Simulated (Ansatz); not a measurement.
`CO[Si]OC` + H–F → `CO[Si]F` + CH₃OH  (ligand exchange at the Si–O bond)

Program: Ansatz. Geometries: PBE0-D4/def2-TZVP. ΔE: electronic, gas phase. CCSD(T)/CBS adds triple-zeta CCSD(T) − MP2 to the extrapolated MP2 energy (def2 sets, frozen cores). This one scheme is used for every species. Each species was taken in one conformer, which may not be the lowest.

```csv
species,HF/def2-TZVPP energy (Eh)
`CO[Si]OC`,-518.03253
H–F,-100.06520
`CO[Si]F`,-503.02690
CH₃OH,-115.09501
```

(1) Work out ΔE.

Largest T1 diagnostic among the species: 0.014.

Results:

(1) ΔE = (-503.02690) + (-115.09501) − (-518.03253) − (-100.06520) = -0.02418 Eh = -15.2 kcal/mol. CCSD(T)/CBS gives -11.7 kcal/mol.

In def2-TZVPP, CCSD(T) changes the Hartree–Fock value by +3.3 kcal/mol (the triples alone add +0.6 kcal/mol) and MP2 by +4.1 kcal/mol. Leaving LDA and LC-ωPBE aside and taking each functional with its dispersion term where it has one, the values, not all of them listed here, spread over 3.0 kcal/mol, from B97M-V to revPBE-D4. LDA lies +2.0 kcal/mol from PBE without D4.
